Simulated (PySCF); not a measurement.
Geometry:
```csv
atom,x (Å),y (Å),z (Å)
C1,-2.806,0.471,-0.759
C2,-1.815,-0.346,0.033
O3,-0.591,0.353,0.116
Si4,0.828,-0.321,0.680
Si5,2.440,1.365,0.536
P6,1.338,-2.159,-0.558
H7,-2.965,1.450,-0.284
H8,-2.434,0.643,-1.780
H9,-3.774,-0.049,-0.824
H10,-2.204,-0.542,1.051
H11,-1.663,-1.332,-0.445
H12,0.665,-0.824,2.086
H13,2.077,2.566,1.349
H14,3.749,0.828,1.022
H15,2.591,1.769,-0.895
H16,2.505,-2.431,0.221
H17,2.052,-1.431,-1.559
```

Geometry: PBE0-D3(BJ)/def2-SVP; GIAO shifts from PySCF 2.14.0 with density-fitted response routines, gas phase, non-relativistic, averaged over equivalent atoms.

At PBE0/pcSseg-1 (178 basis functions, 22 s wall time on 1 thread of an Arm Neoverse V1, shared host):
| atoms | δ (ppm) |
| --- | --- |
| C2 | 63.3 |
| C1 | 19.8 |
| O3 | 34.6 |
| Si4 | 5.0 |
| Si5 | -100.3 |
| P6 | -267.4 |
| H12 | 5.65 |
| H11 | 3.85 |
| H13/H14/H15 | 3.54 |
| H10 | 3.52 |
| H16/H17 | 1.48 |
| H7/H8/H9 | 1.25 |

Chemical shifts δ = σref − σ; $^{13}$C (184.41 ppm), $^{29}$Si (351.99 ppm), $^{1}$H (31.27 ppm) against TMS; $^{17}$O (334.56 ppm) against H2O; $^{31}$P (310.13 ppm) vs H3PO4, all at this level.

Task: What do these become at CAM-B3LYP/pcSseg-1?

Result: 
```
      atoms  δ at CAM-B3LYP/pcSseg-1  change
         C2                     63.4    +0.1
         C1                     20.0    +0.2
         O3                     36.5    +1.9
        Si4                      5.2    +0.2
        Si5                   -100.7    -0.4
         P6                   -264.4    +3.0
        H12                     5.43   -0.22
        H11                     3.83   -0.02
H13/H14/H15                     3.44   -0.10
        H10                     3.51   -0.01
    H16/H17                     1.36   -0.12
   H7/H8/H9                     1.28   +0.03
```

Scale: TMS for $^{13}$C (σ = 182.45 ppm) and $^{29}$Si (σ = 343.41 ppm) and $^{1}$H (σ = 31.33 ppm); $^{17}$O (σ = 338.55 ppm) against H2O; H3PO4 for $^{31}$P (σ = 299.17 ppm) (reference shieldings calculated alike).

The largest change is at P6 (phosphorus bonded to Si, 2 H). Cost: 178 basis functions, 28 s wall time on 1 thread of an Arm Neoverse V1, shared host.

Experimental scales use liquid or dissolved standards, which lie at an offset from isolated H2O (liquid H2O: subtract about 36 ppm) and H3PO4.
